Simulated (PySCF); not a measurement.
Te: excitation energy

Te [Kr] 4d10 5s2 5p4 (3P) → Te [Kr] 4d10 5s2 5p3 5d1 (5D), as a difference of total energies. Calculation: PySCF 2.14, in aug-cc-pwCVTZ-DK3 (10s9p7d4f1g, 109 functions); the spin-free X2C one-electron Hamiltonian (Gaussian nucleus). Correlated levels: valence: [Kr] 4d10 frozen; valence and next inner shell: [Ar] 3d10 frozen. The calculations carry no spin-orbit coupling.

```json
{"method": "UHF", "excitation energy (eV)": "6.342"}
{"method": "LDA", "excitation energy (eV)": "6.975"}
{"method": "PBE", "excitation energy (eV)": "6.700"}
{"method": "PBE0", "excitation energy (eV)": "6.788"}
{"method": "r2SCAN", "excitation energy (eV)": "6.878"}
{"method": "HSE06", "excitation energy (eV)": "6.826"}
{"method": "B2PLYP", "excitation energy (eV)": "7.012"}
{"method": "BLYP", "excitation energy (eV)": "6.928"}
{"method": "MP2 (valence)", "excitation energy (eV)": "6.778"}
{"method": "SCS-MP2 (valence)", "excitation energy (eV)": "6.940"}
{"method": "MP2 (valence and next inner shell)", "excitation energy (eV)": "6.927"}
{"method": "SCS-MP2 (valence and next inner shell)", "excitation energy (eV)": "7.038"}
```

Errors of the correlated levels include the incompleteness of this basis and the frozen core.

The promoted electron is Rydberg-like, and one or two diffuse shells describe it only roughly, which tends to raise the upper state.

In the upper state the promoted electron has a positive orbital energy at LDA, PBE, r2SCAN, BLYP, so the basis confines it.

Task: Which method comes closest to the reference value, and which is furthest?

Result: The reference is 6.655 eV (measured; NIST levels, between the centres of gravity of the two terms). Closest: PBE (error 0.045 eV); furthest: SCS-MP2 (valence and next inner shell) (error 0.383 eV).
